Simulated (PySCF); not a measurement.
# Property card for `C1=CCC=CC(c2ccccc2)=C1`

Compound: C13H12.
Geometry (PBE0-D3(BJ)/def2-SVP, Å), atoms numbered from 1 in this order:
```xyz
25
C13H12 angstrom
C     -2.0965    2.7398    1.0049
C     -3.1693    1.9487    0.7823
C     -3.0373    0.4553    0.7623
C     -2.2189    0.1115   -0.4438
C     -0.9092    0.4252   -0.5306
C     -0.1658    1.2392    0.4177
C      1.2925    0.9854    0.5194
C      1.7772   -0.3295    0.4419
C      3.1391   -0.6003    0.5466
C      4.0490    0.4404    0.7250
C      3.5840    1.7535    0.7935
C      2.2227    2.0226    0.6886
C     -0.7328    2.2862    1.1001
H     -2.2600    3.8159    1.1311
H     -4.1535    2.4021    0.6279
H     -4.0185   -0.0367    0.7371
H     -2.5095    0.1215    1.6751
H     -2.7007   -0.3991   -1.2841
H     -0.3473    0.0758   -1.4033
H      1.0669   -1.1508    0.3177
H      3.4915   -1.6333    0.4931
H      5.1181    0.2300    0.8046
H      4.2902    2.5783    0.9172
H      1.8750    3.0579    0.7116
H     -0.0602    2.9073    1.7008
```

Some functional groups and rings: C=C double bond and benzene ring.

From PBE0-D3(BJ)/def2-SVP geometry optimisation, gas phase (PySCF):

```yaml
Point_group: C1
Rotational_constants_A_B_C: 2.212, 0.464, 0.400 GHz
```

PBE0/def2-SVPD ground state and vertical TDDFT (core frozen in the response) (PySCF):

```yaml
Dipole_moment: 0.39 D
HOMO_energy: -6.18 eV
LUMO_energy: -1.34 eV
HOMO–LUMO_gap: 4.84 eV
Lowest_singlet_excitation: 4.19 eV (296 nm, f = 0.274)
Strongest_line_among_the_10_lowest_singlet_transitions: S1 at 4.19 eV (296 nm, f = 0.274)
Lowest_triplet_excitation_Tamm–Dancoff: 2.75 eV
Static_isotropic_polarisability: 157.4 au
Electronic_spatial_extent_⟨r²⟩_about_the_centre_of_nuclear_charge: 2756 bohr²
```

PBE/pcSseg-1 ground state and GIAO shieldings, non-relativistic (PySCF):

```yaml
13C_chemical_shifts_computed_TMS_as_zero_by_class: 149.4 (C6), 146.6 (C7), 133.9 (C5), 133.0 (C1), 132.8 (C13), 131.5 (C9/C11), 130.8 (C8/C12), 130.7 (C10), 122.4 (C2), 121.7 (C4), 33.3 (C3) ppm
1H_chemical_shifts_computed_TMS_as_zero_by_class: 7.45 (H20/H24), 7.37 (H21/H23), 7.29 (H22), 7.15 (H25), 6.59 (H14), 6.45 (H19), 5.38 (H18), 5.31 (H15), 2.34 (H16/H17) ppm
```

From B3LYP/pcJ-1 indirect spin-spin coupling, non-relativistic, gas phase; spin–dipole term left out (PySCF):

```yaml
Largest_of_the_computed_one-bond_spin–spin_couplings_means_over_like_bonds: 13C–1H +167.8 (C2–H15), 13C–1H +167.2 (C10–H22), 13C–1H +166.5 (C4–H18), 13C–1H +166.2 (C9–H21 and 1 like it), 13C–1H +165.7 (C8–H20 and 1 like it), 13C–1H +164.3 (C5–H19), 13C–1H +163.0 (C1–H14), 13C–1H +160.0 (C13–H25) Hz
```

Monoisotopic mass (most abundant isotopes): 168.0939 u.

The vertical singlet–triplet gap S1 − T1 is 1.44 eV (TDDFT singlet less Tamm–Dancoff triplet; S1: HOMO→LUMO, weight 0.97; T1: HOMO→LUMO, weight 0.89). The principal polarisabilities are 93.5, 151.6 and 227.2 au; their mean is the isotropic value. With B = h/(8π²I), that is 505.379 GHz u Å² over I, the principal moments of inertia are 228.5, 1089.0 and 1264.4 u Å² (most abundant isotopes); the inertial defect Ic − Ia − Ib is -53.1 u Å² (zero for a rigid planar frame, negative otherwise). In atomic units the dipole is 0.16 e·bohr (1 au = 2.5417 D). The rotational constants make it an asymmetric top with κ = (2B − A − C)/(A − C) = -0.93, nearer the prolate limit (−1).

 NMR classes are plain means over equivalent atoms (diastereotopic ones count apart unless rotation or inversion swaps them), as if these changed places fast; in this geometry the members of some classes differ.

For the NMR shielding job (PBE/pcSseg-1), on 2 threads, Intel Xeon 6975P-C (x86_64), no GPU, shared host with 192 logical CPUs at a one-minute load of 44, this took 39 s wall, 89 s CPU and 1.7 GiB of memory at its peak.

One conformer stands for the species.
